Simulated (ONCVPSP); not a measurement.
# Ranking ONCV potentials for Cs

All share these settings but for the change named:

```json
{
  "Element": "Cs",
  "Generator": "ONCVPSP 4.0.1",
  "Type": "optimised norm-conserving Vanderbilt (ONCV)",
  "Functional": "PBE",
  "Relativity": "scalar-relativistic",
  "Frozen core": "[Kr] 4d10",
  "Valence charge": "9",
  "Reference configuration": "5s2 5p6 (charge +1)",
  "Partial waves": "5s: rc 2.25 bohr, ncon 3, nbas 7, qcut 5.4 1/bohr, 3 projectors, debl 1.3 Ha; 5p: rc 3.20 bohr, ncon 5, nbas 9, qcut 5.1 1/bohr, 1 projector; d scattering state at 0.02 Ha: rc 3.45 bohr, ncon 4, nbas 7, qcut 3 1/bohr, 2 projectors, debl 2.6 Ha",
  "Local potential": "polynomial inside 1.90 bohr (lpopt 3, dvloc0 0 Ha)",
  "Core correction": "none"
}
```

In the d channel the program set the typed energies aside and used 0.050, 2.650 Ha.

Test errors are all-electron minus pseudo excitation energies from the reference, over 5s2 5p6 6s1; 5s2 5p6 6s0.5; 5s2 5p6 6p1; 5s2 5p5 6s1. None of these files shows a bound ghost.

The base gives 13.4 meV.

Of 8 variants that were run, those that failed, showed a ghost or another fault, or gave nearly equal values are left out.

A variant can come out equal or close to the base, since the largest error may sit in a test that the change hardly touches while other tests move.

Task: Rank these variants by their largest absolute test error, smallest first.
A. p: qcut 6.4
B. p: qcut 5.2
C. p: qcut 5.7
D. p: qcut 7.8
E. p: qcut 3.1

Result: A (6.6 meV), C (10.9 meV), B (13.0 meV), E (17.0 meV), D (26.6 meV).
